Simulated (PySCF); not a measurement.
C3H2F3, multiplicity 2. Atoms are numbered in the order given.

```xyz
8

C     -0.1441    -2.1383     0.0000
C      0.5832    -1.0474     0.0000
C      0.0066     0.3381     0.0000
F     -1.3221     0.3381     0.0000
F      0.4184     1.0187     1.0749
F      0.4184     1.0187    -1.0749
H      0.0097    -3.2161     0.0000
H      1.6838    -1.0775     0.0000
```
Charge 0, spin multiplicity 2.

Geometry: PBE0-D3(BJ)/def2-SVP. The isomer is the one that the SMILES or the coordinates give; other isomers of the formula were not compared.

Computed with PySCF with PBE/def2-TZVP.

Gas-phase values at a fixed geometry.

Computed frontier levels, dipole moment and polarisability:
* **α spin, highest occupied and lowest empty level**: -6.31 and -1.94 eV
* **β spin, highest occupied and lowest empty level**: -7.56 and -3.86 eV
* **dipole moment**: 2.39 D
* **quadrupole, principal values (traceless, Buckingham form, about the centre of nuclear charge)**: -4.37, -1.54, 5.92 D·Å
* **mean static polarisability**: 37.9 bohr³ (5.61 Å³)
* **polarisability, principal values**: 29.6, 34.1, 49.9 bohr³
* **⟨S²⟩**: 0.759 (pure state 0.75)
